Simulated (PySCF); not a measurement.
## GeB under electron impact: the energy ladder

r²SCAN in PySCF with def2-TZVPPD on every atom, for the lowest determinant that a PBE0 search found; no spin–orbit coupling.

```csv
species,state (unpaired electrons),Re (Å),ωe (cm⁻¹),energy of the minimum from the neutral (eV),De (eV),dissociates to
GeB,"quartet (σ ↑, π ↑↑)",1.977,659,0.00,3.50,Ge + B
GeB⁺,"triplet (σ ↑, π ↑)",2.175,482,8.80,2.77,Ge⁺ + B
GeB⁻,"triplet (σ ↑, π ↑)",1.916,717,-1.45,3.81,Ge⁻ + B
```

Problem. Work out the lowest energy to break GeB into atoms, from its vibrational ground state.

Solution. D0 = De − ωe/2 = 3.50 − 0.04 = 3.46 eV (r²SCAN/def2-TZVPPD).

Problem. Work out the ionisation energy of the Ge atom at this level and the threshold of dissociative ionisation.

Solution. IE(Ge) = 8.80 + 2.77 − 3.50 = 8.07 eV, so Ge⁺ + B + e⁻ appears at D0 + IE(Ge) = 11.53 eV (r²SCAN/def2-TZVPPD). The measured IE(Ge) is 7.899 eV (NIST ASD).

Problem. Work out the electron affinity of the Ge atom and the threshold of dissociative attachment.

Solution. EA(Ge) = 3.50 − 3.81 − (-1.45) = 1.14 eV, so Ge⁻ + B needs D0 − EA(Ge) = 2.32 eV (r²SCAN/def2-TZVPPD). The measured EA(Ge) is 1.233 eV.

These are thermodynamic thresholds; the onsets seen under electron impact lie higher where the geometry changes, and cross-sections peak well above them.

Spin–orbit coupling is left out. For an ion De counts to the pair picked by the measured ionisation energies or electron affinities, which need not be the lowest pair at this level. The highest Kohn–Sham level is positive in this anion. Much of that is self-interaction error, but it also means that the finite basis helps to hold the extra electron. States were picked by a PBE0 search and need not be the measured ground states.
